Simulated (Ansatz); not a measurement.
Relaxation of ClH6PSn (9 atoms, charge 0, multiplicity 1), to a largest force component of 0.03 eV/Å in at most 50 steps.

Computed with RHF/def2-SVP in Ansatz 0.2.0.

```xyz
9
Properties=species:S:1:pos:R:3:forces:R:3
Sn 0.241 0.568 -0.433 -0.08 -0.30 -0.64
H 0.111 -0.031 2.454 -0.33 -1.32 -0.54
H 1.516 -0.018 -1.406 -0.02 0.00 0.01
Cl -1.301 1.559 -1.938 0.00 0.00 -0.01
H -0.603 -0.712 0.298 -0.01 0.00 0.01
P 0.897 2.397 1.104 0.18 0.57 0.14
H 2.080 1.764 1.546 0.02 0.00 0.00
H 1.526 3.172 0.104 0.00 0.01 -0.01
H 0.259 0.539 2.850 0.25 1.05 1.04
```

Q: Where does it end, and by what steps?

A: It converged. The force dipped under the threshold on the way, but the program's further checks kept it going. After 17 steps the energy has fallen by 0.243 eV; H2 moved furthest, 1.37 Å.

| step | energy less start (eV) | largest force component (eV/Å) | accepted |
| --- | --- | --- | --- |
| 0 | 0.0000 | 1.324 | yes |
| 1 | -0.1375 | 0.240 | yes |
| 2 | -0.1936 | 0.320 | yes |
| 3 | -0.2168 | 0.150 | yes |
| 4 | -0.2304 | 0.141 | yes |
| 5 | -0.2360 | 0.206 | yes |
| 6 | -0.2386 | 0.163 | yes |
| 7 | -0.2409 | 0.086 | yes |
| 8 | -0.2417 | 0.031 | yes |
| 9 | -0.2420 | 0.017 | yes |
| 10 | -0.2421 | 0.057 | yes |
| 11 | -0.2419 | 0.154 | no |
| 12 | -0.2423 | 0.050 | yes |
| 13 | -0.2424 | 0.082 | yes |
| 14 | -0.2426 | 0.091 | yes |
| 15 | -0.2427 | 0.109 | yes |
| 16 | -0.2429 | 0.086 | yes |
| 17 | -0.2430 | 0.012 | yes |

```xyz
9
Properties=species:S:1:pos:R:3
Sn 0.288 0.686 -0.810
H 0.076 -0.470 3.749
H 1.548 0.146 -1.822
Cl -1.322 1.656 -2.250
H -0.491 -0.606 -0.021
P 0.942 2.493 0.827
H 2.080 1.801 1.303
H 1.648 3.263 -0.124
H -0.042 0.268 3.726
```

Whether the end is a true minimum wasn't checked by a vibrational analysis.

Run time: 45 s on 1 thread of Arm Neoverse V1, on a shared host, peak memory 0.19 GiB.
